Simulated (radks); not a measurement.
Values are calculated unless marked as measured or tabulated.
Task: The table gives one normalised radial function P(r) = r R(r) (large component) of Re4+ in [Xe] 4f14 5d3 (r in bohr). Code: a radial shooting solver on a logarithmic mesh with Libxc functionals. Model: Dirac Kohn-Sham, PBEsol, spin-unpolarised, spherical densities, finite nucleus; open shells fill j = l - 1/2 first; Fermi nuclear charge, rms radius 5.3698 fm.

r,P
0.001211,0.0339
0.001628,0.0418
0.002188,0.0510
0.002942,0.0610
0.003956,0.0710
0.005318,0.0796
0.00715,0.0842
0.009613,0.0811
0.01292,0.0656
0.01738,0.0335
0.02336,-0.0163
0.03141,-0.0757
0.04223,-0.1230
0.05678,-0.1235
0.07633,-0.0480
0.1026,0.0863
0.138,0.1847
0.1855,0.1226
0.2494,-0.1019
0.3353,-0.2684
0.4508,-0.1306
0.6061,0.2317
0.815,0.4257
1.096,0.1740
1.473,-0.3657
1.981,-0.7474
2.663,-0.6939
3.58,-0.3669
4.813,-0.1031
6.471,-0.0133

Which n and l does it have? It may be an empty orbital.

Result: n = 6, l = 0: the number of nodes gives n - l - 1 = 5, the rise at small r points to l (this Dirac orbital starts outside the nucleus as r^gamma with gamma = sqrt((l + 1)^2 - (Z/c)^2) = 0.84; the j = 1/2 orbital of l + 1 starts with the same power, but with a smaller coefficient, and then steepens), and the extent must fit the shell. The curve is that of 6s1/2. 6s1/2 (empty): eigenvalue -39.294 eV, 5 radial nodes at r = 0.0214, 0.0855, 0.221, 0.505, 1.21 bohr, <r> = 2.39 bohr, 90 % of the charge inside 3.38 bohr.
